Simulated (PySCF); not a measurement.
Input file for PySCF: D3(BJ) and D4 dispersion corrections on HInO (SMILES [OH][In]).

```python
from pyscf import gto
from pyscf.dispersion import dftd3, dftd4

mol = gto.M(
    atom='''
    In   -0.51600680    0.00000000   -1.49364196
    O     0.44741837   -0.00000000    0.30255815
    H     0.06858842    0.00000000    1.19108381
    ''',
    basis='def2-svp',
    charge=0, spin=0, verbose=0, max_memory=1800)
d3, d4 = {}, {}
for xc in ['hf', 'pbe', 'blyp', 'revpbe', 'tpss', 'r2scan', 'b3lyp', 'pbe0', 'bhlyp', 'camb3lyp', 'b2plyp']:
    d3[xc] = float(dftd3.DFTD3Dispersion(mol, xc=xc, version='d3bj', atm=False).get_dispersion()['energy'])
    print(f'D3(BJ) {xc:10s} {d3[xc]:14.8f} Eh')
for xc in ['hf', 'pbe', 'blyp', 'revpbe', 'tpss', 'r2scan', 'b3lyp', 'pbe0', 'bhlyp', 'camb3lyp', 'b2plyp']:
    d4[xc] = float(dftd4.DFTD4Dispersion(mol, xc={'camb3lyp': 'cam-b3lyp'}.get(xc, xc), atm=True).get_dispersion()['energy'])
    print(f'D4     {xc:10s} {d4[xc]:14.8f} Eh')
```

It printed:

```
D3(BJ) hf            -0.01177138 Eh
D3(BJ) pbe           -0.00119691 Eh
D3(BJ) blyp          -0.00286898 Eh
D3(BJ) revpbe        -0.00292717 Eh
D3(BJ) tpss          -0.00157331 Eh
D3(BJ) r2scan        -0.00029801 Eh
D3(BJ) b3lyp         -0.00239842 Eh
D3(BJ) pbe0          -0.00108859 Eh
D3(BJ) bhlyp         -0.00212820 Eh
D3(BJ) camb3lyp      -0.00109280 Eh
D3(BJ) b2plyp        -0.00123697 Eh
D4     hf            -0.00502362 Eh
D4     pbe           -0.00138722 Eh
D4     blyp          -0.00308725 Eh
D4     revpbe        -0.00382486 Eh
D4     tpss          -0.00186158 Eh
D4     r2scan        -0.00027123 Eh
D4     b3lyp         -0.00232070 Eh
D4     pbe0          -0.00115214 Eh
D4     bhlyp         -0.00205767 Eh
D4     camb3lyp      -0.00118891 Eh
D4     b2plyp        -0.00093765 Eh
```

The run finished.

Cost: roughly 0.020 core-seconds.
